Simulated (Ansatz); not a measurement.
A structure relaxed at r2SCAN-D4/def2-SVP in Ansatz, charge 0, singlet:

```xyz
7

Cu   -0.0200   -1.4551    0.6725
Cu   -0.8345   -0.3562   -1.3175
Cu   -0.5973    0.9686    0.9917
Cu    1.3230    0.5721   -0.4409
S    -2.1020   -0.5670    0.5109
S     1.1422   -1.4730   -1.2368
S     1.0886    2.3106    0.8200
```

Q: Give its formula and point group.

A: Cu₄S₃. Point group C2 (tolerance 0.1 Å).

Q: Summarise the bond lengths by kind (pairs closer than 1.2 times the sum of covalent radii, bridged metal pairs left out).

A: 8 × Cu–S 2.16 to 2.27 Å.

The restricted singlet is unstable towards broken spin symmetry in Hartree–Fock (as tested in another run); at r2SCAN-D4/def2-SVP this wasn't settled. An occupied level lies above an empty one. The structure comes from a short search, and lower isomers may exist.
